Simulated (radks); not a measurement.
Results of a calculation; reference values are marked as such.
Spherical quantum dot in the effective-mass picture: electrons in a hard-walled sphere of radius 8.1, all in effective atomic units (hartree* = m*/eps^2 hartree, bohr* = eps/m* bohr), one dielectric constant everywhere. Level of theory: non-relativistic Kohn-Sham, PBE, spin-polarised, spherical densities (a radial shooting solver with Libxc functionals). Levels are named by radial order and angular momentum (1s, 1p, 1d, 2s, ...), and open shells are averaged over m. Results are scaled to m* = 0.046 and eps = 4.1, for which hartree* = 74.46 meV and bohr* = 4.717 nm.

N = 6, configuration 1s2 1p(up 3, down 1). This is the lowest configuration that the search found. Occupied levels:

level    occupation  eigenvalue (meV)  <r> (nm)
1s up             1            69.963     24.64
1s down           1            71.498     24.35
1p up             3            73.247     25.80
1p down           1            74.888     25.64

Energy (meV): total 228.978, kinetic 69.776, external 0, Hartree 227.23, exchange-correlation -68.030.

Electron density:

r (nm)  n(r) (e/nm^3)
1.04        6.871e-06
2.94        7.495e-06
4.84        8.759e-06
6.75       0.00001077
8.65       0.00001362
10.6       0.00001735
12.5       0.00002200
14.4       0.00002748
16.3       0.00003357
18.2       0.00003981
20.1       0.00004556
22.0       0.00004987
23.9       0.00005171
25.8       0.00005014
27.7       0.00004467
29.6       0.00003557
31.5       0.00002412
33.4       0.00001302
35.3        4.800e-06
37.2        5.450e-07
